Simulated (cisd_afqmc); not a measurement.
Input (AFQMC/CISD/aug-cc-pVDZ; cisd_afqmc is a phaseless AFQMC code with CISD trial states that reads the integrals written by Ansatz):

Ansatz 0.2 input:
```python
import cisd_afqmc

open("ham.yaml", "w").write("""\
crystal:
  periodic: [false, false, false]
  atoms:
    - {symbol: O, position_ang: [0.00000000, 0.00000000, 0.00000000]}
basis:
  gaussian:
    orbitals: aug-cc-pVDZ
total_charge: 1
magnetization: {spin_polarized: true, initial_magnetization: 3}
correlation: {method: ccsd, electrons: outside_noble_gas, hamiltonian_folder: ham}
scf: {lower_state_search: full}
""")
rep = cisd_afqmc.ansatz("ham.yaml")
e_ccsd = rep["correlation"]["coupled_cluster"]["energy"]["hartree"]
out = cisd_afqmc.run("ham", e_ccsd, trial="CISD", walkers=200, populations=8, threads=8, dt=0.005, steps=40, early=24, settle=10, least=32,
    cut=5e-5, rank_cut=2e-4, target=0.0004, seconds=1500, seed=1, memory=12960, gpu=False)
```

Output:

```
orbitals 22, occupied [4, 1], factors 85 of 122, rank of the doubles 51 of 93
E(HF) = -74.353497
E(CCSD) on the cut factors = -74.441703, shift to the whole factors 0.000006
Energy of the trial state on the determinant = -74.441660
  tau behind 7.2 of longer steps, mean of the populations' last blocks
   2.0  -74.44262
   4.0  -74.44263
   6.0  -74.44263
   8.0  -74.44259
blocks 265 (1 outliers left out), error by blocks joined: 1: 0.00001, 2: 0.00001, 4: 0.00001, 8: 0.00001, 16: 0.00001
E(AFQMC/CISD) = -74.44261 +/- 0.00001
```
